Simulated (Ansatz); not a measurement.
The same path of F₂GeH₆Si₂ (11 atoms, charge 0, multiplicity 1) was run twice with different band settings. The coordinate that changes most is the dihedral Ge2–Si3–Si5–H11.

Theory: RKS BLYP-D4/def2-SVP in Ansatz.

Relaxed end points:

```xyz
11
Properties=species:S:1:pos:R:3
F -1.527 1.600 -0.312
Ge -1.442 0.594 1.164
Si 0.444 -0.827 0.620
F -0.073 -2.394 0.533
Si 1.186 -0.066 -1.492
H -2.823 -0.118 1.280
H -1.244 1.600 2.338
H 1.506 -0.753 1.682
H 1.603 1.366 -1.344
H 2.361 -0.876 -1.960
H 0.074 -0.183 -2.487
```

```xyz
11
Properties=species:S:1:pos:R:3
F -1.189 1.887 -0.070
Ge -1.285 0.712 1.275
Si 0.289 -0.962 0.507
F -0.517 -2.385 0.263
Si 1.131 -0.109 -1.531
H -2.775 0.265 1.350
H -0.888 1.514 2.552
H 1.361 -1.214 1.531
H 0.000 0.109 -2.488
H 1.819 1.190 -1.234
H 2.118 -1.065 -2.135
```

Common settings: movable images 7; climbing image yes; spring 5.0 eV/Å²; optimiser quadratic models (default); start path through a guess of the saddle point; force threshold 0.05 eV/Å; end points relaxed.

| run | iteration limit |
| --- | --- |
| 1 | 60 |
| 2 | 10 |

Question: What does each run give, and how far can it be trusted?

Answer: Run 1: converged after 21 iterations, highest image 0.077 eV above the first end. A vibrational analysis at the climbing image gives one clearly imaginary mode, 111i cm⁻¹: a first-order saddle point.
Run 2: converged after 7 iterations, highest image 0.092 eV above the first end. The order of the stationary point at the top wasn't checked.
